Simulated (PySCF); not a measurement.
**Excitation energy of Fe by level of theory**

Fe [Ar] 3d6 4s2 (5D) → Fe [Ar] 3d6 4s1 4p1 (high-spin determinant), as a difference of total energies. Computed with PySCF 2.14 in aug-cc-pVQZ-DK, with the spin-free X2C one-electron Hamiltonian (Gaussian nucleus). Correlated levels: valence: [Ar] frozen. The calculations carry no spin-orbit coupling.

| method | excitation energy (cm⁻¹) |
| --- | --- |
| UHF | 10517 |
| LDA | 22004 |
| PBE | 20254 |
| PBE0 | 18628 |
| MN15 | 22656 |
| M06-2X | 24935 |
| BLYP | 23576 |
| MP2 (valence) | 18059 |
| SCS-MP2 (valence) | 20507 |

A first-order spin-orbit estimate (lowest level to lowest level, LS coupling) adds 0.017 eV.

The determinant of the upper state mixes LS terms, which raises its energy above the lowest term, most at the Hartree-Fock and MP2 levels.
